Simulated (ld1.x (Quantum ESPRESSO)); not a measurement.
PBE PAW dataset for titanium (Ti), scalar-relativistic all-electron reference.

The input file (ld1.x (Quantum ESPRESSO) 7.5):

```
&input
   title='Ti', zed=22., rel=1, dft='PBE', iswitch=3,
   config='[Ar] 3d2 4s1 4p0',
   nld=3, rlderiv=3.75, eminld=-3.0, emaxld=5.0, deld=0.02
 /
 &inputp
   pseudotype=3, lpaw=.true., tm=.true., lloc=-2, rcloc=3.35,
   nlcc=.true., new_core_ps=.true.,
   which_augfun='BG', rmatch_augfun=2.40,
   file_pseudopw='Ti.UPF', file_wfcaegen='ae.wfc', file_wfcncgen='nc.wfc', file_beta='beta', file_chi='chi', file_wfcusgen='us.wfc'
 /
6
4S  1  0   1.00   0.00  2.70  3.20  0.0
4S  1  0   0.00  -0.25  2.70  3.20  0.0
4P  2  1   0.00   0.00  2.60  3.45  0.0
4P  2  1   0.00   4.05  2.60  3.45  0.0
3D  3  2   2.00   0.00  2.50  2.90  0.0
3D  3  2   0.00   0.15  2.50  2.90  0.0
 &test
   configts(1)='3d2 4s1 4p0'
 /
```

Command:

```bash
ld1.x < Ti.in > Ti.out
```

Output (shortened: banner, matrices, multipoles, cross overlaps and the repeated all-electron block are left out):

```
Program LD1 v.7.5
     --------------------------- All-electron run ----------------------------

     Ti
     scalar relativistic calculation

     atomic number is 22.00
     dft =PBE   lsd =0 sic =0 latt =0  beta=0.20 tr2=1.0E-14
     Exchange-correlation= PBE
                           (   1   4   3   4   0   0   0)
     mesh =1177 r(mesh) = 100.37945 a.u. xmin = -7.00 dx = 0.01250
     1 Ry =  13.60569312 eV, c = 137.03599908

     n l     nl                  e(Ry)          e(Ha)          e(eV)
     1 0     1S 1( 2.00)      -358.3996      -179.1998     -4876.2746
     2 0     2S 1( 2.00)       -39.9965       -19.9982      -544.1796
     2 1     2P 1( 6.00)       -33.1857       -16.5929      -451.5150
     3 0     3S 1( 2.00)        -5.1389        -2.5694       -69.9180
     3 1     3P 1( 6.00)        -3.3921        -1.6960       -46.1517
     3 2     3D 1( 2.00)        -0.8355        -0.4178       -11.3676
     4 0     4S 1( 1.00)        -0.7608        -0.3804       -10.3506
     4 1     4P 1( 0.00)        -0.4855        -0.2427        -6.6054

     final scf error:  1.2E-15 reached in  22 iterations

     Etot =   -1706.591160 Ry,    -853.295580 Ha,  -23219.355615 eV

     Ekin =    1720.988062 Ry,     860.494031 Ha,   23415.235435 eV
     Encl =   -4046.328095 Ry,   -2023.164047 Ha,  -55053.098335 eV
     Eh   =     702.271483 Ry,     351.135742 Ha,    9554.890290 eV
     Exc  =     -83.522610 Ry,     -41.761305 Ha,   -1136.383006 eV

     normalization and overlap integrals

     s(1S/1S) =  1.000000  <r> =   0.0696  <r2> =    0.0065  r(max) =   0.0455
     s(2S/2S) =  1.000000  <r> =   0.3249  <r2> =    0.1248  r(max) =   0.2682
     s(2P/2P) =  1.000000  <r> =   0.2899  <r2> =    0.1037  r(max) =   0.2196
     s(3S/3S) =  1.000000  <r> =   1.0073  <r2> =    1.1705  r(max) =   0.8685
     s(3P/3P) =  1.000000  <r> =   1.0858  <r2> =    1.3890  r(max) =   0.9016
     s(3D/3D) =  1.000000  <r> =   1.5190  <r2> =    3.0301  r(max) =   0.9841
     s(4S/4S) =  1.000000  <r> =   3.1899  <r2> =   11.5793  r(max) =   2.7427
     s(4P/4P) =  1.000000  <r> =   3.9472  <r2> =   17.8085  r(max) =   3.3500

     ------------------------ End of All-electron run ------------------------

     --------------------- Generating PAW atomic setup --------------------

      Generating local potential from pseudized AE potential:
      Matching radius rcloc =   3.3500
      Enforcing V''(0)=0 (lloc=-2)

      Local pseudo, rcloc= 3.350 Estimated cut-off energy=     2.47 Ry

      Computing core charge for nlcc:

       r > 1.75 : true rho core
      Core charge pseudized with two Bessel functions
      Integrated core pseudo-charge :   7.54
      Wfc-us  4S rcutus= 3.187  Estimated cut-off energy=     4.61 Ry
      Wfc-us  4S rcutus= 3.187  Estimated cut-off energy=     5.80 Ry
      Wfc-us  4P rcutus= 3.435  Estimated cut-off energy=     6.37 Ry
      Wfc-us  4P rcutus= 3.435  Estimated cut-off energy=     8.39 Ry
      Wfc-us  3D rcutus= 2.883  Estimated cut-off energy=    14.26 Ry
      Wfc-us  3D rcutus= 2.883  Estimated cut-off energy=    12.16 Ry

     Required augmentation: BG   radius:    2.400000
     Message from routine us2paw:
     WARNING: using Bloechl style augmentation functions is not a good idea, as analytical overlap are not implemented in pwscf: use BESSEL or GAUSS instead.
     Message from routine us2paw:
     WARNING: using Bloechl style augmentation functions is not a good idea, as analytical overlap are not implemented in pwscf: use BESSEL or GAUSS instead.
     Message from routine us2paw:
     WARNING: using Bloechl style augmentation functions is not a good idea, as analytical overlap are not implemented in pwscf: use BESSEL or GAUSS instead.
     Message from routine us2paw:
     WARNING: using Bloechl style augmentation functions is not a good idea, as analytical overlap are not implemented in pwscf: use BESSEL or GAUSS instead.
     [... 1 repeated lines left out ...]
     WARNING: using Bloechl style augmentation functions is not a good idea, as analytical overlap are not implemented in pwscf: use BESSEL or GAUSS instead.
     [... 1 repeated lines left out ...]
     WARNING: using Bloechl style augmentation functions is not a good idea, as analytical overlap are not implemented in pwscf: use BESSEL or GAUSS instead.
     [... 1 repeated lines left out ...]
     WARNING: using Bloechl style augmentation functions is not a good idea, as analytical overlap are not implemented in pwscf: use BESSEL or GAUSS instead.
     [... 1 repeated lines left out ...]
     WARNING: using Bloechl style augmentation functions is not a good idea, as analytical overlap are not implemented in pwscf: use BESSEL or GAUSS instead.
     [... 1 repeated lines left out ...]
     WARNING: using Bloechl style augmentation functions is not a good idea, as analytical overlap are not implemented in pwscf: use BESSEL or GAUSS instead.
     [... 1 repeated lines left out ...]
     WARNING: using Bloechl style augmentation functions is not a good idea, as analytical overlap are not implemented in pwscf: use BESSEL or GAUSS instead.
     [... 1 repeated lines left out ...]
     WARNING: using Bloechl style augmentation functions is not a good idea, as analytical overlap are not implemented in pwscf: use BESSEL or GAUSS instead.
     [... 1 repeated lines left out ...]
     WARNING: using Bloechl style augmentation functions is not a good idea, as analytical overlap are not implemented in pwscf: use BESSEL or GAUSS instead.
     [... 1 repeated lines left out ...]
     WARNING: using Bloechl style augmentation functions is not a good idea, as analytical overlap are not implemented in pwscf: use BESSEL or GAUSS instead.
     [... 1 repeated lines left out ...]
     WARNING: using Bloechl style augmentation functions is not a good idea, as analytical overlap are not implemented in pwscf: use BESSEL or GAUSS instead.
     [... 1 repeated lines left out ...]
     WARNING: using Bloechl style augmentation functions is not a good idea, as analytical overlap are not implemented in pwscf: use BESSEL or GAUSS instead.
     [... 1 repeated lines left out ...]
     WARNING: using Bloechl style augmentation functions is not a good idea, as analytical overlap are not implemented in pwscf: use BESSEL or GAUSS instead.
     [... 1 repeated lines left out ...]
     WARNING: using Bloechl style augmentation functions is not a good idea, as analytical overlap are not implemented in pwscf: use BESSEL or GAUSS instead.
     [... 1 repeated lines left out ...]
     WARNING: using Bloechl style augmentation functions is not a good idea, as analytical overlap are not implemented in pwscf: use BESSEL or GAUSS instead.
     [... 1 repeated lines left out ...]
     WARNING: using Bloechl style augmentation functions is not a good idea, as analytical overlap are not implemented in pwscf: use BESSEL or GAUSS instead.
     [... 1 repeated lines left out ...]
     WARNING: using Bloechl style augmentation functions is not a good idea, as analytical overlap are not implemented in pwscf: use BESSEL or GAUSS instead.
     [... 1 repeated lines left out ...]
     WARNING: using Bloechl style augmentation functions is not a good idea, as analytical overlap are not implemented in pwscf: use BESSEL or GAUSS instead.
     [... 1 repeated lines left out ...]
     WARNING: using Bloechl style augmentation functions is not a good idea, as analytical overlap are not implemented in pwscf: use BESSEL or GAUSS instead.
     [... 1 repeated lines left out ...]
     WARNING: using Bloechl style augmentation functions is not a good idea, as analytical overlap are not implemented in pwscf: use BESSEL or GAUSS instead.
     [... 1 repeated lines left out ...]
     WARNING: using Bloechl style augmentation functions is not a good idea, as analytical overlap are not implemented in pwscf: use BESSEL or GAUSS instead.
     [... 1 repeated lines left out ...]
     WARNING: using Bloechl style augmentation functions is not a good idea, as analytical overlap are not implemented in pwscf: use BESSEL or GAUSS instead.
     Gaussians generated with zeta:     5.251736

     Estimated PAW energy =  -86.556595 Ryd

     ------------------- End of pseudopotential generation -------------------

     Computing logarithmic derivative in   3.77246
     Computing logarithmic derivative in   3.77246
     Computing the partial wave expansion
     R is outside the sphere for l=    0 j= 0.00
     R is outside the sphere for l=    0 j= 0.00
     R is outside the sphere for l=    1 j= 0.00
     R is outside the sphere for l=    1 j= 0.00
     R is outside the sphere for l=    2 j= 0.00
     R is outside the sphere for l=    2 j= 0.00

     ---------------------- Testing the pseudopotential ----------------------

     Ti
     scalar relativistic calculation

     atomic number is 22.00   valence charge is  4.00
     dft = SLA  PW   PBX  PBC   lsd =0 sic =0 latt =0  beta=0.20 tr2=1.0E-14
     mesh =1177 r(mesh) = 100.37945 xmin = -7.00 dx = 0.01250

     n l     nl             e AE (Ry)        e PS (Ry)    De AE-PS (Ry)
     3 2     3D   1( 2.00)       -0.83550       -0.83550        0.00000
     1 0     4S   1( 1.00)       -0.76075       -0.76075        0.00000
     2 1     4P   1( 0.00)       -0.48549       -0.48549        0.00000

     eps = 2.3E-15  iter =  3

     Etot =   -1706.591160 Ry,    -853.295580 Ha,  -23219.355615 eV
     Etotps =   -86.556595 Ry,     -43.278298 Ha,   -1177.662470 eV

     Ekin =      17.597224 Ry,       8.798612 Ha,     239.422431 eV
     Encl =     -24.764225 Ry,     -12.382113 Ha,    -336.934451 eV
     Ehrt =       4.133016 Ry,       2.066508 Ha,      56.232548 eV
     Ecxc =     -83.522610 Ry,     -41.761305 Ha,   -1136.382997 eV
     (Ecc =      -9.790417 Ry,      -4.895209 Ha,    -133.205410 eV)

     ---------------------- End of pseudopotential test ----------------------
```

Generation and configuration tests took about 2.7 s on one core of a shared server CPU.
